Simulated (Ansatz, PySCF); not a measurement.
PySCF was given this input:
```python
from pyscf import gto, scf, dft

mol = gto.M(
    atom='''
Sn    0.000000    0.000000    0.000000
''',
    basis='def2-svpd',
    ecp={'Sn': 'def2-svpd'},
    charge=0,
    spin=2,
    verbose=4,
)

mf = dft.UKS(mol)
mf.xc = 'r2scan'
mf.grids.atom_grid = (99, 590)
mf.grids.prune = None
mf.kernel()
```

Write the same job for Ansatz (a program for electronic structure).

Several could match; the one computed here: 
Ansatz 0.2 input:
```yaml
crystal:
  periodic: [false, false, false]
  atoms:
    - {symbol: Sn, position_ang: [0.00000000, 0.00000000, 0.00000000]}
basis:
  gaussian:
    orbitals: def2-SVPD
hamiltonian:
  xc: r2scan
magnetization: {spin_polarized: true, initial_magnetization: 2}
accuracy: high
```

Both were run: PySCF gave -214.326236 Eh and Ansatz -214.326224 Eh, 0.011 mEh apart.
